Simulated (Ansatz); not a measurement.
Program: Ansatz. Geometries: PBE0-D4/def2-TZVP. ΔE: electronic, gas phase. CBS: MP2 limit from def2 TZ/QZ plus the TZ coupled-cluster correction, frozen cores. This one scheme is used for every species. Functionals use def2-TZVPP. Elements past krypton have def2 core potentials. For I outer-core shells are correlated without core-valence functions, which leaves a few kJ/mol of doubt a bond.

`F[SiH2]I` + `C[SiH3]` → `[SiH3]I` + `FC[SiH3]`  (redistribution)

Is it downhill or uphill in electronic energy at CCSD(T)/CBS, and by how much? (An estimate is asked.)

The calculation gave: Uphill: ΔE = +250.8 kJ/mol.

What do these levels give: BLYP-D4, CAM-B3LYP-D4, PBE-QIDH, LC-ωPBE, RPA@PBE/def2-TZVPP, HF/def2-QZVPP? (Best estimate.)

Computed: BLYP-D4 235.3, CAM-B3LYP-D4 243.1, PBE-QIDH 249.9, LC-ωPBE 242.0, RPA@PBE/def2-TZVPP 235.2, HF/def2-QZVPP 246.8 kJ/mol.

Largest T1 diagnostic among the species: 0.011.

From BLYP to BHLYP (50 % exact exchange), in def2-TZVPP and without D4, ΔE moves by +12.3 kJ/mol. Leaving LDA and LC-ωPBE aside and taking each functional with its dispersion term where it has one, the values, not all of them listed here, spread over 19.3 kJ/mol, from revPBE-D4 to B97M-V. LDA lies +3.5 kJ/mol from PBE without D4.
